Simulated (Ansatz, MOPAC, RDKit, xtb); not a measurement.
Noncovalent pair: CH2O (SMILES C=O) (first 4 atoms) with C2H3N (SMILES CC#N); geometry from B3LYP-D3(BJ)/def2-TZVP.
(charge 0, multiplicity 1):
```xyz
10

C     -0.469    -0.455     0.165
O      0.665    -0.056     0.136
H     -0.710    -1.529     0.256
H     -1.334     0.229     0.102
C      1.217     0.414     3.353
C     -0.147    -0.074     3.268
N     -1.224    -0.462     3.157
H      1.238     1.402     3.814
H      1.826    -0.268     3.947
H      1.631     0.480     2.345
```

Interaction energies are E(AB) − E(A) − E(B) at the monomers' geometry in the complex; basis-set methods are counterpoise corrected. RDKit's UFF carries no charges.

The state that PM7 reach isn't checked; PM7 holds dispersion and hydrogen-bond terms.

The values were computed with Ansatz (Gaussian basis) for Hartree–Fock, density functionals and correlated methods; MOPAC for PM7 (differences of heats of formation); RDKit for the force fields; xtb for the GFN methods. Values without a source in brackets are computed.

Task: One of these levels gives 33.4 meV for the interaction energy. Which one is it?
A. SVWN5/def2-TZVPPD
B. PM7
C. GFN2-xTB
D. UFF

Result: D, UFF. The others give -138.7 (PM7), -172.8 (GFN2-xTB), -274.5 (SVWN5/def2-TZVPPD)

Ansatz is a first-principles code.
